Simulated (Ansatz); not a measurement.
The inner images of a band of Cl₄H₃NSn (9 atoms, charge 0, multiplicity 1) are given out of order.

These are results of RKS PBE0-D4/def2-SVP in Ansatz 0.2.0, not measurements.

First end point:

```xyz
9
Properties=species:S:1:pos:R:3
Sn -0.109 0.015 0.153
Cl 0.493 -0.173 2.424
Cl 2.053 0.050 -0.765
Cl -0.838 2.116 -0.629
Cl -0.907 -1.913 -0.944
N -2.287 -0.020 1.075
H -2.809 -0.808 0.690
H -2.769 0.850 0.847
H -2.227 -0.118 2.090
```

Last end point:

```xyz
9
Properties=species:S:1:pos:R:3
Sn -0.629 -0.013 -0.488
Cl -0.298 1.012 3.227
Cl 1.395 -0.997 0.037
Cl -0.458 2.276 -0.761
Cl -1.364 -0.926 -2.503
N -1.950 -0.384 1.021
H -2.105 -1.386 1.147
H -2.856 0.052 0.839
H -1.132 0.366 2.422
```

**Question.** Put them in order from the first end to the last, with their energies above the first end.
A.
```xyz
9
Properties=species:S:1:pos:R:3
Sn -0.182 0.184 0.089
Cl 0.387 0.675 2.361
Cl 1.919 -0.739 -0.396
Cl -0.573 2.337 -0.717
Cl -1.314 -1.113 -1.563
N -2.188 -0.280 1.173
H -2.389 -1.278 1.094
H -2.965 0.226 0.744
H -2.093 -0.013 2.155
```
B.
```xyz
9
Properties=species:S:1:pos:R:3
Sn -0.616 0.019 -0.386
Cl -0.151 1.034 2.921
Cl 1.407 -0.988 0.098
Cl -0.486 2.305 -0.699
Cl -1.353 -0.911 -2.394
N -2.001 -0.411 1.066
H -2.164 -1.417 1.137
H -2.897 0.033 0.856
H -1.139 0.335 2.341
```
C.
```xyz
9
Properties=species:S:1:pos:R:3
Sn -0.125 0.077 0.130
Cl 0.456 0.098 2.428
Cl 2.060 -0.297 -0.645
Cl -0.691 2.235 -0.571
Cl -1.135 -1.520 -1.299
N -2.257 -0.114 1.116
H -2.554 -1.088 1.033
H -2.950 0.469 0.646
H -2.202 0.141 2.103
```
D.
```xyz
9
Properties=species:S:1:pos:R:3
Sn -0.556 0.074 -0.262
Cl -0.121 1.044 2.644
Cl 1.440 -1.036 0.104
Cl -0.453 2.333 -0.741
Cl -1.383 -0.884 -2.232
N -2.021 -0.406 1.137
H -2.148 -1.419 1.202
H -2.922 -0.001 0.876
H -1.235 0.295 2.214
```
E.
```xyz
9
Properties=species:S:1:pos:R:3
Sn -0.303 0.289 -0.010
Cl 0.170 1.127 2.241
Cl 1.597 -1.066 -0.049
Cl -0.468 2.434 -0.914
Cl -1.423 -0.810 -1.814
N -2.068 -0.432 1.216
H -2.154 -1.450 1.233
H -2.955 -0.036 0.902
H -1.795 -0.057 2.136
```

**Answer.** C (+9.0 kJ/mol), A (+26.7 kJ/mol), E (+38.0 kJ/mol), D (+140.8 kJ/mol), B (+137.2 kJ/mol).

Time of the run: 6.1 min on 4 threads of Arm Neoverse V1, on a shared host, peak memory 0.4 GiB.
